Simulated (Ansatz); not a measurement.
A run on `[F][Ge]([F])([F])[O][SiH3]` with other settings.

```yaml
crystal:
  periodic: [false, false, false]
  atoms:
    - {symbol: F, position_ang: [2.718574, -0.752049, -0.074700]}
    - {symbol: Ge, position_ang: [1.120211, -0.847081, -0.638913]}
    - {symbol: F, position_ang: [0.995473, 0.123512, -2.033118]}
    - {symbol: F, position_ang: [0.833348, -2.457503, -1.093445]}
    - {symbol: O, position_ang: [0.016929, -0.350010, 0.571754]}
    - {symbol: Si, position_ang: [-1.148665, 0.814325, 0.763076]}
    - {symbol: H, position_ang: [-2.201558, 0.642151, -0.267011]}
    - {symbol: H, position_ang: [-0.537218, 2.159501, 0.636436]}
    - {symbol: H, position_ang: [-1.708493, 0.620854, 2.118819]}
basis:
  gaussian: {orbitals: def2-SVP}
total_charge: -1
magnetization: {spin_polarized: true, initial_magnetization: 1}
hamiltonian: {xc: {name: LC-wPBE}}
output: {forces: true}
```

```sh
$ ansatz run in.yaml --threads 4 --pin off --events-out ev --progress --plain --max-ram 11315MiB
```

Output, abridged:

```
Functional definition: LC-wPBE
1308 factors; their error is unknown
358 factors; integrals over basis functions are off by at most 1.0e-5 eV
mean field evaluation 1: about -74609.1759 eV, gradient 3.1e1 eV
mean field evaluation 2: about -74609.4607 eV, gradient 3.3e1 eV
mean field evaluation 4: about -74612.5667 eV, gradient 1.5e0 eV
mean field evaluation 8: about -74612.5986 eV, gradient 2.3e-1 eV
mean field evaluation 16: about -74612.5089 eV, gradient 4.2e-3 eV
mean field -74612.50894452 eV, -2741.9591295361 hartree, gradient 2.4e-5 eV, S^2 0.754060; 2 other end points of the search recorded, 0 dependent functions left out
reference -74612.50894453 eV, -2741.9591295365 hartree; 43, 42 occupied and 78, 79 virtual orbitals, 1308 factors
Total energy: -74612.50894453 eV, -2741.9591295365 hartree
Atom 0 at     2.718574    -0.752049    -0.074700 Å, force     2.723738    -0.009267     0.741502 eV/Å
Atom 1 at     1.120211    -0.847081    -0.638913 Å, force    -0.440579     0.456828     0.036404 eV/Å
Atom 2 at     0.995473     0.123512    -2.033118 Å, force     0.042318     1.403510    -2.424323 eV/Å
Atom 3 at     0.833348    -2.457503    -1.093445 Å, force    -0.227501    -2.681574    -0.854224 eV/Å
Atom 4 at     0.016929    -0.350010     0.571754 Å, force    -1.642118     0.333688     2.494877 eV/Å
Atom 5 at    -1.148665     0.814325     0.763076 Å, force     0.359580    -0.257077    -0.230069 eV/Å
Atom 6 at    -2.201558     0.642151    -0.267011 Å, force    -0.363235     0.180496    -0.057592 eV/Å
Atom 7 at    -0.537218     2.159501     0.636436 Å, force    -0.147939     0.377471     0.060642 eV/Å
Atom 8 at    -1.708493     0.620854     2.118819 Å, force    -0.304265     0.195924     0.232785 eV/Å
Dipole moment:     0.010211    -0.002089    -0.014995 e Å
```

It took 3.9 s on 4 threads of an Arm Neoverse V2 on a shared host, with 0.3 GiB of host memory at the peak.
